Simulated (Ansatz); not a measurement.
**A small benchmark: atomisation enthalpy at 298 K**

6 molecules holding an element past argon; the atomisation enthalpy at 298 K in kJ/mol, computed less measured. Shapes, held fixed at every level: PBE0-D4/def2-TZVP. Flexible molecules stand in one conformer, not always the lowest. Thermal terms are harmonic and unscaled (PBE0-D4/def2-TZVP); the spin-orbit lowering of the free atoms is taken from their spectra. Programs: Ansatz 0.2.0. Measured values: Active Thermochemical Tables, CRC Handbook of Chemistry and Physics.

Levels: A = wB97M-V/def2-TZVPP; B = wB97X-V/def2-TZVPP; C = CCSD(T)/def2-SVP.

```csv
molecule,from tabulated heats,A,B,C
HI (hydrogen iodide),298,-13,-10,-31
CBr3Cl (tribromochloromethane),1121,-28,-24,-155
CH2I2 (diiodomethane),1247,-19,-11,-111
CH3Br (bromomethane),1519,-6,-5,-86
C2H3BrO (acetyl bromide),2639,-3,-7,-140
C4H9Br (1-bromobutane),5048,0,-4,-214
```

Question: Sum up the errors.

Answer: 
| level | kind | mean error | mean absolute error | worst case |
| --- | --- | --- | --- | --- |
| wB97M-V/def2-TZVPP | range-separated hybrid | -11.5 | 11.5 | CBr3Cl |
| wB97X-V/def2-TZVPP | range-separated hybrid | -10.2 | 10.2 | CBr3Cl |
| CCSD(T)/def2-SVP | coupled cluster or CI | -122.8 | 122.8 | C4H9Br |

On this set wB97X-V/def2-TZVPP has the smallest mean absolute error and CCSD(T)/def2-SVP the largest. wB97M-V/def2-TZVPP is too low in 5 of 6; wB97X-V/def2-TZVPP is too low in 6 of 6; CCSD(T)/def2-SVP is too low in 6 of 6. The heats of C2H3BrO, C4H9Br come from older tables and can be uncertain by 10 kJ/mol or more. The molecules' own spin-orbit binding is left out, so errors for heavy halides read too negative. The tabulated value of CH2I2 is in doubt (older tables, estimates, or at odds with other calculations) and kept here. Over the 5 molecules whose values aren't doubted the mean absolute errors are A 10.0; B 10.0; C 125.2. The smallest two are near a tie. Correlated wave functions converge slowly with the basis. For atoms past krypton def2 sets carry core potentials with scalar relativity. Relativity is left out for Br. Outer-core shells of Br, I are correlated, in sets that cover them unevenly. The set is small.
